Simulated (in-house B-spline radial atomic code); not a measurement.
How numerical settings move a run on Rb III (Rb2+), [Ar] 3d10 4s2 4p5. Computed with a B-spline radial code for spherical atoms: Dirac-Kohn-Sham PBE0, spherical fractional occupations, Fermi nucleus of rms radius 4.2036 fm.

Command:
```bash
python run_scf.py task.json out
```
Settings of the sound reference run:
```
Z                37
electrons        35
configuration    [Ar] 3d10 4s2 4p5
hamiltonian      dirac
method           pbe0
spin_polarised   False
nucleus          fermi
rms_radius       4.2036
mass_number      85
atomic_mass      84.91179
speed_of_light   137.036
knot_spacing     0.22
spline_order     8
gauss_points     12
box_radius       22.22
max_iterations   70
damping          0.5
damped_steps     3
diis_vectors     10
tolerance        1e-08
start            Thomas-Fermi
```

Cost of the run: 1.8 s on 1 thread of Arm Neoverse N1, on a shared host.

It converges in 9 iterations to -2980.242618 hartree, with 4p3/2 at -34.697 eV. The other runs change the listed settings, some to values that make no sense; their results aren't properties of the atom or ion. Radii are in bohr (the nuclear one in fm), a minus after a letter asks for a j subshell, and «unchanged» means within 1e-8 hartree. The run stops when the residual is below 10 × tolerance × max(1, Z/10), or a noise floor if that is larger, and the energy moves by less than 1e-8 × √|E| hartree; so very loose and very tight tolerances often act alike.

| changed settings | outcome |
| --- | --- |
| knot_spacing = 0.4, first_knot = 0.027, max_iterations = 60, diis_vectors = 0 | converged in 18 iterations, energy +8.21e-01 hartree from the reference, 4p3/2 level +3.8e-02 eV |
| spline_order = 6, first_knot = 0.027, max_iterations = 8, damping = 0.95 | not converged after 8 iterations, last residual 5.4e-05, last energy +1.78e+00 hartree from the reference |
| damping = 0.8 | converged in 10 iterations, energy unchanged, 4p3/2 level -5.3e-06 eV |
| diis_vectors = 1 | converged in 50 iterations, energy unchanged |
| electrons = 43, configuration = [Ar] 3d10 4s2 4p5 6s2 6p6, max_iterations = 75 | converged in 16 iterations to -2979.5944 hartree, a different physical problem (warning: 6s1/2 has a positive eigenvalue: unbound, held by the box) |
| knot_spacing = 1, box_radius = 1.33, max_iterations = 75, tolerance = 1e-13, start = bare nucleus | converged in 9 iterations, energy +4.16e+01 hartree from the reference, 4p3/2 level +2.1e+02 eV (the program warns: 4p3/2 has a positive eigenvalue: unbound, held by the box; 4s1/2 has a positive eigenvalue: unbound, held by the box) |
| max_iterations = 2 | not converged after 2 iterations, last residual 1.7e-01, last energy +6.25e-01 hartree from the reference |
| damping = 0 | converged in 10 iterations, energy unchanged, 4p3/2 level -7.5e-06 eV |
| max_iterations = 5 | not converged after 5 iterations, last residual 2.0e-03, last energy +1.19e-04 hartree from the reference |
| max_iterations = 8 | not converged after 8 iterations, last residual 1.6e-06, last energy +2.00e-10 hartree from the reference |
| diis_vectors = 2 | converged in 12 iterations, energy unchanged, 4p3/2 level -6.0e-06 eV |
| knot_spacing = 0.3, first_knot = 2.7e-06, max_iterations = 60 | converged in 9 iterations, energy +1.28e-05 hartree from the reference, 4p3/2 level +3.7e-05 eV |
| damping = 0.95 | converged in 10 iterations, energy unchanged, 4p3/2 level -5.5e-06 eV |
| diis_vectors = 0 | converged in 17 iterations, energy unchanged, 4p3/2 level -3.8e-06 eV |

Problem. What happens with max_iterations = 3?

Solution. Not converged after 3 iterations, last residual 2.4e-02, last energy +1.58e-02 hartree from the reference.

Problem. What happens with damping = 0.2?

Solution. Converged in 9 iterations, energy unchanged, 4p3/2 level -1.0e-05 eV.

Problem. What happens with spline_order = 7, first_knot = 2.7e-05, max_iterations = 75, damped_steps = 30, start = bare nucleus?

Solution. Converged in 22 iterations, energy -7.09e-07 hartree from the reference, 4p3/2 level +3.4e-07 eV.

Problem. What happens with diis_vectors = 20?

Solution. Converged in 9 iterations, energy unchanged.
